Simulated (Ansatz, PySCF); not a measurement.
CH₃Cl₂FSSi, singlet, geometry from GFN2-xTB, atoms displaced at random by about 0.03 Å a coordinate. Base run: PBE0/STO-3G, gradient (PySCF).

The PySCF input:
```python
from pyscf import gto, scf, dft

mol = gto.M(
    atom='''
C    -2.269517   -0.777485   -1.271913
S    -0.912541    0.488959   -1.521940
Si    0.341203   -0.107466    0.157859
F     0.751866   -1.627980   -0.101157
Cl    2.042533    1.031457    0.132123
Cl   -0.587287   -0.079080    1.887101
H    -2.738107   -0.638549   -0.360095
H    -2.986649   -0.610616   -2.120427
H    -1.847304   -1.768943   -1.384702
''',
    basis='sto-3g',
    charge=0,
    spin=0,
    verbose=3,
)

mf = dft.RKS(mol)
mf.xc = 'pbe0'
mf.kernel()
g = mf.nuc_grad_method()
grad = g.kernel()
```

Programs used: Ansatz (a quantum-chemistry and plane-wave program), PySCF; a row that names a program was run with it.

The coordinate followed is x of atom 8.

Variants of this job, named by their change:

```
change                                                  dE/dx (Eh/bohr)  net force (Eh/bohr)
------------------------------------------------------  ---------------  -------------------
base                                                          -0.010235             0.000110
conv_tol = 1e-4                                               -0.010172             0.000110
grids.level = 5; grid_response = off                          -0.010234             0.000018
finite difference step (bohr) = 0.2; conv_tol = 1e-11         -0.009337                    -
grid_response = on                                            -0.010232             0.000000
code = ansatz                                                 -0.010235             0.000000
conv_tol = 1e-6                                               -0.010247             0.000110
finite difference step (bohr) = 1e-3; conv_tol = 1e-11        -0.010232                    -
grids.level = 5; grid_response = on                           -0.010234             0.000000
density fitting = on; auxbasis_response = off                 -0.010199             0.002584
finite difference step (bohr) = 1e-4; conv_tol = 1e-11        -0.010232                    -
finite difference step (bohr) = 0.05; conv_tol = 1e-11        -0.010175                    -
```

The net force is zero for an exact gradient.
